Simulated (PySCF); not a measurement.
Spectrum to structure. Method: PySCF, TDDFT PBE0/def2-SVPD, vertical, gas phase, core orbitals frozen in the response. Geometries: GFN2-xTB, one conformer each.

```csv
state,E (eV),f
S1,3.83,0.0004
S2,4.77,0.101
S3,5.55,0.0011
S4,6.05,0.206
S5,6.32,0.175
S6,6.66,0.0054
S7,6.93,0.0091
S8,6.98,0.018
```

Task: Which structure fits? All have the formula C7H10O.
A. `C=C/C=C/C(=C)OC`
B. `C=CC(C=C)=CCO`
C. `C1=CCCC(OC)=C1`
D. `O=C[C@]12CC[C@H](C1)C2`
E. `C=C(/C=C\C)C(C)=O`

Result: E. Its S1, at 3.83 eV, is the lowest among the candidates; the nearest of the others has S1 at 4.15 eV. S1 is HOMO-1→LUMO (81%), HOMO→LUMO (10%). Löwdin shares by element: HOMO carbon 75% or more (atoms not listed hold the other 25%); LUMO carbon 59% or more, oxygen 16% (atoms not listed hold the other 26%). At the same level the other candidates give, for their lowest levels:
- `COC1=CC=CCC1`: 4.69 eV (f 0.185); 5.41 eV (f 0.005); 5.90 eV (f 0.016); 5.98 eV (f 0.007); 6.50 eV (f 0.015); T1 2.89 eV; HOMO -5.67, LUMO -0.29 eV
- `C=C/C=C/C(=C)OC`: 4.75 eV (f 0.813); 5.47 eV (f 0.215); 6.01 eV (f 0.013); 6.33 eV (f 0.000); 6.47 eV (f 0.009); T1 2.59 eV; HOMO -6.16, LUMO -1.26 eV
- `O=C[C@]12CC[C@H](C1)C2`: 4.15 eV (f 0.000); 6.81 eV (f 0.002); 6.93 eV (f 0.034); 7.09 eV (f 0.030); 7.18 eV (f 0.081); T1 3.51 eV; HOMO -7.33, LUMO -0.88 eV
- `C=CC(C=C)=CCO`: 4.88 eV (f 0.174); 5.30 eV (f 0.296); 5.86 eV (f 0.052); 6.10 eV (f 0.000); 6.19 eV (f 0.070); T1 2.91 eV; HOMO -6.44, LUMO -1.06 eV

Shape of the structure used: `[CH2:1]=[C:2](/[CH:3]=[CH:4]\[CH3:5])[C:6]([CH3:7])=[O:8]`: C1–C2–C3–C4 137°, C1–C2–C6–C7 140°.
Triplets come from the Tamm–Dancoff approximation.
